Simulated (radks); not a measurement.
The nuclear charge of the krypton ion Kr+ is varied continuously with 35 electrons held in [Ar] 3d10 4s2 4p5. All-electron calculation, scalar-relativistic Kohn-Sham, PBE, spin-polarised, spherical densities, point nucleus; open shells are filled with parallel spins first. Program: a radial shooting solver on a logarithmic mesh with Libxc functionals. By the Hellmann-Feynman theorem dE/dZ = E(electron-nucleus)/Z, the electronic potential at the nucleus. The scalar-relativistic energy here is not variational (the density holds large components alone), so the two differ by a part that grows with Z.

| Z | E (hartree) | E(electron-nucleus)/Z (hartree) | HOMO | e(HOMO) (eV) | <r> HOMO (bohr) |
|---|---|---|---|---|---|
| 35.6 | -2715.58102 | -183.731 | 4p | -14.106 | 1.934 |
| 35.8 | -2752.52536 | -185.118 | 4p | -16.542 | 1.882 |
| 36 | -2789.74816 | -186.504 | 4p | -19.080 | 1.835 |
| 36.2 | -2827.24938 | -187.890 | 4p | -21.717 | 1.791 |
| 36.4 | -2865.02900 | -189.275 | 4p | -24.452 | 1.750 |
| 36.6 | -2903.08702 | -190.661 | 4p | -27.280 | 1.711 |
| 36.8 | -2941.42346 | -192.047 | 4p | -30.202 | 1.675 |
| 37 | -2980.03836 | -193.432 | 4p | -33.214 | 1.641 |

The central difference of E at Z = 36 is -186.810 hartree, to compare with the third column; the second derivative is -6.96 hartree.
